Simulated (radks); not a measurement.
The numbers below are computed, except where a source is named.
Problem. Code: a radial shooting solver on a logarithmic mesh with Libxc functionals. Model: scalar-relativistic Kohn-Sham, PBE, spin-unpolarised, spherical densities, finite nucleus; Fermi nuclear charge, rms radius of each element as measured or else 0.836 A^(1/3) + 0.57 fm. Response by self-consistent Sternheimer equations with the Hartree and adiabatic LDA kernel, the relativistic mass of each level held fixed and spin-orbit coupling left out. Rank Al+, P3+, Si2+, Ar6+, Ca8+, Mg, K7+, S4+, Cl5+ (NIST ground configurations) by static dipole polarisability, largest first.

Solution. Mg 72.31, Al+ 23.57, Si2+ 11.28, P3+ 6.432, S4+ 4.064, Cl5+ 2.748, Ar6+ 1.952, K7+ 1.439, Ca8+ 1.093 bohr^3.
